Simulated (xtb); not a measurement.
C$_{6}$H$_{15}$Sb, charge +1, doublet, from a rough starting geometry (a state made from the parent by changing its charge; the spin is typed, not shown lowest); GFN2-xTB (xtb 6.7.1).

Here is a job for xtb.
```
$ xtb mol.xyz --gfn 2 --chrg 1 --uhf 1 --opt vtight --json

# file mol.xyz
22

Sb     0.19296250    -0.29548990     1.52459401
C      1.61564572     1.00326003     0.37484060
C      1.09507850     1.65843484    -0.80040061
H      2.48141694     0.31118431     0.19907261
H      2.04001167     1.70583423     1.08905054
H      0.31205107     2.29853821    -0.66620809
H      0.72665462     0.91575455    -1.57468421
H      1.89054909     2.17858641    -1.37036065
C     -1.59618138     0.17196605     0.35306152
C     -2.39185960     1.34150685     0.90784150
H     -2.19909088    -0.74018926     0.47305315
H     -1.31826168     0.29107819    -0.69871038
H     -1.71976627     2.28419857     0.85676460
H     -2.62322520     1.21695440     1.90598682
H     -3.26027725     1.52340167     0.32641296
C      0.68977869    -2.13066303     0.50704221
C      0.58753671    -2.14060906    -0.99972547
H     -0.00626171    -2.88403202     0.96785729
H      1.68842583    -2.45362193     0.86947101
H      1.25429527    -1.41078632    -1.36786378
H     -0.44248003    -1.81348803    -1.32785603
H      0.77462096    -3.08244732    -1.40133944
```

The log (banner, timings and long lists left out):

```
   ID    Z sym.   atoms
    1   51 Sb     1
    2    6 C      2, 3, 9, 10, 16, 17
    3    1 H      4-8, 11-15, 18-22

           -------------------------------------------------
          |                Calculation Setup                |
           -------------------------------------------------

           -------------------------------------------------
          |                 G F N 2 - x T B                 |
           -------------------------------------------------

          ...................................................
          :                      SETUP                      :
          :.................................................:
          :  # basis functions                  49          :
          :  # atomic orbitals                  48          :
          :  # shells                           30          :
          :  # electrons                        43          :
          :  max. iterations                   250          :
          :  Hamiltonian                  GFN2-xTB          :
          :  restarted?                      false          :
          :  GBSA solvation                  false          :
          :  PC potential                    false          :
          :  electronic temp.          300.0000000     K    :
          :  accuracy                    1.0000000          :
          :  -> integral cutoff          0.2500000E+02      :
          :  -> integral neglect         0.1000000E-07      :
          :  -> SCF convergence          0.1000000E-05 Eh   :
          :  -> wf. convergence          0.1000000E-03 e    :
          :  Broyden damping             0.4000000          :
          :  net charge                          1          :
          :  unpaired electrons                  1          :
          ...................................................

 iter      E             dE          RMSdq      gap      omega  full diag
   1    -22.4930143 -0.224930E+02  0.312E+00    4.60       0.0  T
   2    -22.5230435 -0.300292E-01  0.178E+00    4.59       1.0  T
   3    -22.5069621  0.160814E-01  0.160E+00    4.58       1.0  T
   4    -22.5291186 -0.221565E-01  0.640E-01    4.58       1.0  T
   5    -22.5283132  0.805384E-03  0.438E-01    4.61       1.0  T
   6    -22.5308452 -0.253195E-02  0.314E-01    4.59       1.0  T
   7    -22.5312686 -0.423423E-03  0.126E-01    4.60       1.0  T
   8    -22.5312996 -0.310515E-04  0.649E-02    4.60       1.0  T
   9    -22.5313120 -0.123300E-04  0.416E-02    4.60       1.0  T
  10    -22.5313233 -0.113009E-04  0.804E-03    4.60       2.7  T
  11    -22.5313233 -0.220769E-07  0.447E-03    4.60       4.8  T
  12    -22.5313233 -0.218875E-07  0.315E-03    4.60       6.8  T
  13    -22.5313233 -0.525656E-08  0.212E-03    4.60      10.1  T
  14    -22.5313233 -0.164379E-07  0.251E-04    4.60      85.0  T
  15    -22.5313233 -0.409837E-09  0.183E-04    4.60     116.2  T

   *** convergence criteria satisfied after 15 iterations ***

         :::::::::::::::::::::::::::::::::::::::::::::::::::::
         ::                     SUMMARY                     ::
         :::::::::::::::::::::::::::::::::::::::::::::::::::::
         :: total energy             -22.205121596022 Eh    ::
         :: gradient norm              0.172887610438 Eh/a0 ::
         :: HOMO-LUMO gap              4.598419564056 eV    ::
         ::.................................................::
         :: SCC energy               -22.531189845901 Eh    ::
         :: -> isotropic ES            0.097216638229 Eh    ::
         :: -> anisotropic ES         -0.006462178204 Eh    ::
         :: -> anisotropic XC          0.014488521478 Eh    ::
         :: -> dispersion             -0.014749549570 Eh    ::
         :: repulsion energy           0.326068249879 Eh    ::
         :: add. restraining           0.000000000000 Eh    ::
         :: total charge               1.000000000000 e     ::
         :::::::::::::::::::::::::::::::::::::::::::::::::::::

      -----------------------------------------------------------
     |                   =====================                   |
     |                        A N C O P T                        |
     |                   =====================                   |
     |               Approximate Normal Coordinate               |
     |                Rational Function Optimizer                |
      -----------------------------------------------------------
      -----------------------------------------------------------
     |                   =====================                   |
     |                        A N C O P T                        |
     |                   =====================                   |
     |               Approximate Normal Coordinate               |
     |                Rational Function Optimizer                |
      -----------------------------------------------------------

          ...................................................
          :                      SETUP                      :
          :.................................................:
          :   optimization level         verytight          :
          :   max. optcycles                   440          :
          :   ANC micro-cycles                  20          :
          :   degrees of freedom                60          :
          :.................................................:
          :   RF solver                   davidson          :
          :   write xtbopt.log                true          :
          :   linear?                        false          :
          :   energy convergence         0.1000000E-06 Eh   :
          :   grad. convergence          0.2000000E-03 Eh/α :
          :   maxmium RF displ.          1.0000000          :
          :   Hlow (freq-cutoff)         0.1000000E-01      :
          :   Hmax (freq-cutoff)         5.0000000          :
          :   S6 in model hess.         20.0000000          :
[...]
 * total energy  :   -22.2349367 Eh     change       -0.2095820E-05 Eh
 * total energy  :   -22.2349364 Eh     change        0.3321486E-06 Eh
 * total energy  :   -22.2349383 Eh     change       -0.1906458E-05 Eh
 * total energy  :   -22.2349394 Eh     change       -0.1111526E-05 Eh
 * total energy  :   -22.2349400 Eh     change       -0.6464628E-06 Eh
 * total energy  :   -22.2349406 Eh     change       -0.5852254E-06 Eh
 * total energy  :   -22.2349413 Eh     change       -0.6683224E-06 Eh
 * total energy  :   -22.2349420 Eh     change       -0.6749212E-06 Eh
 * total energy  :   -22.2349426 Eh     change       -0.6063419E-06 Eh
 * total energy  :   -22.2349431 Eh     change       -0.4840993E-06 Eh
 * total energy  :   -22.2349433 Eh     change       -0.2465572E-06 Eh
 * total energy  :   -22.2349433 Eh     change       -0.3435613E-08 Eh
   *** GEOMETRY OPTIMIZATION CONVERGED AFTER 44 ITERATIONS ***
         :: total energy             -22.234943313922 Eh    ::
[...]
        13        2.0000           -0.6355477             -17.2941
        14        2.0000           -0.6268554             -17.0576
        15        2.0000           -0.6237916             -16.9742
        16        2.0000           -0.6176557             -16.8073
        17        2.0000           -0.5987297             -16.2923
        18        2.0000           -0.5980728             -16.2744
        19        2.0000           -0.5917345             -16.1019
        20        2.0000           -0.5658532             -15.3976
        21        2.0000           -0.5644339             -15.3590
        22        1.0000           -0.5272921             -14.3483 (HOMO)
        23                         -0.3621843              -9.8555 (LUMO)
        24                         -0.3579818              -9.7412
        25                         -0.3318515              -9.0301
        26                         -0.1478090              -4.0221
        27                         -0.1407723              -3.8306
        28                         -0.1214334              -3.3044
        29                         -0.0247893              -0.6746
        30                         -0.0225910              -0.6147
        31                         -0.0065620              -0.1786
        32                          0.0031580               0.0859
        33                          0.0139202               0.3788
       ...                                ...                  ...
        48                          0.4220663              11.4850
      -------------------------------------------------------------
                  HL-Gap            0.1651078 Eh            4.4928 eV
             Fermi-level           -0.4952527 Eh          -13.4765 eV

     #   Z          covCN         q      C6AA      α(0)
     1  51 Sb       2.741     0.424   355.091    35.885
     2   6 C        3.700    -0.095    22.485     6.781
     3   6 C        3.788    -0.118    22.776     6.797
     4   1 H        0.926     0.087     1.904     2.158
     5   1 H        0.925     0.089     1.886     2.148
     6   1 H        0.925     0.070     2.086     2.258
     7   1 H        0.925     0.061     2.190     2.314
     8   1 H        0.924     0.097     1.816     2.107
     9   6 C        3.701    -0.093    22.443     6.775
    10   6 C        3.779    -0.119    22.808     6.804
    11   1 H        0.926     0.088     1.899     2.155
    12   1 H        0.926     0.087     1.907     2.159
    13   1 H        0.925     0.068     2.113     2.273
    14   1 H        0.925     0.073     2.049     2.239
    15   1 H        0.925     0.092     1.863     2.134
    16   6 C        3.702    -0.098    22.533     6.788
    17   6 C        3.796    -0.118    22.753     6.792
    18   1 H        0.925     0.089     1.890     2.150
    19   1 H        0.925     0.091     1.874     2.141
    20   1 H        0.925     0.065     2.136     2.285
    21   1 H        0.925     0.061     2.184     2.311
    22   1 H        0.924     0.099     1.797     2.097

 Mol. C6AA /au·bohr⁶  :       4629.533756
 Mol. C8AA /au·bohr⁸  :     175449.407742
 Mol. α(0) /au        :        109.551326

Wiberg/Mayer (AO) data.
largest (>0.10) Wiberg bond orders for each atom

 ---------------------------------------------------------------------------
     #   Z sym  total        # sym  WBO       # sym  WBO       # sym  WBO
 ---------------------------------------------------------------------------
     1  51 Sb   2.943 --     9 C    0.858    16 C    0.856     2 C    0.851
     2   6 C    3.966 --     3 C    1.039     5 H    0.960     4 H    0.954
                             1 Sb   0.851
     3   6 C    3.988 --     2 C    1.039     7 H    0.978     6 H    0.974
                             8 H    0.945
     4   1 H    0.992 --     2 C    0.954
     5   1 H    0.992 --     2 C    0.960
     6   1 H    0.995 --     3 C    0.974
     7   1 H    0.996 --     3 C    0.978
     8   1 H    0.989 --     3 C    0.945
     9   6 C    3.967 --    10 C    1.043    11 H    0.958    12 H    0.949
                             1 Sb   0.858
    10   6 C    3.986 --     9 C    1.043    13 H    0.973    14 H    0.973
                            15 H    0.954
    11   1 H    0.992 --     9 C    0.958
    12   1 H    0.992 --     9 C    0.949
    13   1 H    0.995 --    10 C    0.973
    14   1 H    0.994 --    10 C    0.973
    15   1 H    0.985 --    10 C    0.954
    16   6 C    3.962 --    17 C    1.037    19 H    0.958    18 H    0.957
                             1 Sb   0.856
    17   6 C    3.987 --    16 C    1.037    21 H    0.979    20 H    0.977
                            22 H    0.943
    18   1 H    0.992 --    16 C    0.957
    19   1 H    0.991 --    16 C    0.958
    20   1 H    0.996 --    17 C    0.977
    21   1 H    0.996 --    17 C    0.979
    22   1 H    0.988 --    17 C    0.943
 ---------------------------------------------------------------------------

Topologies differ in total number of bonds
Writing topology from bond orders to xtbtopo.mol

molecular dipole:
                 x           y           z       tot (Debye)
 q only:        0.146      -0.297       0.886
   full:        0.211      -0.381       0.961       2.681
molecular quadrupole (traceless):
                xx          xy          yy          xz          yz          zz
 q only:        0.999      -2.279       2.929      -1.879       0.034      -3.927
  q+dip:        1.818      -1.516       2.991      -1.456      -0.241      -4.809
   full:        0.973      -1.584       2.449      -1.459      -0.196      -3.422

optimized geometry written to: xtbopt.xyz

           -------------------------------------------------
          | TOTAL ENERGY              -22.234943313922 Eh   |
          | GRADIENT NORM               0.000037782778 Eh/α |
          | HOMO-LUMO GAP               4.492810938951 eV   |
           -------------------------------------------------

normal termination of xtb
```
